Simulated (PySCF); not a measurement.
# Spinor energies of V²⁺ (vanadium, charge +2)

Start: [Ar] 3d2 4s1; 3d5/2 filled at m_j = +3/2, +5/2; 4s1/2 filled at m_j = +1/2. Calculated with PySCF 2.14 in x2c-TZVPall-2c (6s7p4d1f, 54 functions): generalised Hartree-Fock with the X2C-1e Hamiltonian and a Gaussian nucleus; one run each with spin-orbit coupling (SO) switched off, then screened by Boettger's factors. This is a chosen level, not necessarily the ground level.

```tsv
spinor shell	electrons	ε, spin-free (eV)	ε, screened SO (eV)	weight of nominal j (screened SO)	rms radius, screened SO (bohr)
1s1/2	2	-5544.6	-5544.6	1.000	0.0768
2s1/2	2	-682.39	-682.40	1.000	0.332
2p1/2	2	-570.84	-575.54	0.995	0.301
3s1/2	2	-111.45	-111.45	1.000	1.00
3p3/2	4	-78.266	-78.900	0.851	1.08
3p1/2	2	-78.266	-77.031	0.702	1.08
3d5/2	2	-36.940	-36.920	0.896	1.32
4s1/2	1	-23.046	-23.047	1.000	3.01
```

Q: Where does 2p3/2 lie, and what is the 2p spin-orbit splitting (screened SO)?

A: At -568.56 eV, 6.988 eV above 2p1/2.

```csv
quantity,spin-free,screened SO
E (hartree),-947.22088,-947.22812
M_J,9/2,9/2
⟨J²⟩,24.754,24.754
⟨L²⟩,12.004,12.005
⟨S²⟩,3.750,3.751
```

Each row is a mean over spinors that exchange with the open shell spreads, by up to 8.887 eV (3p3/2).

Rows whose weight is well below 1 are mixtures of j = l ± 1/2: exchange outweighs spin-orbit coupling there, and the label is only the starting occupation.

Without spin-orbit coupling the j labels of p, d and f shells carry no meaning; the spin-free column gives the mean over the occupied spinors of each nl shell.
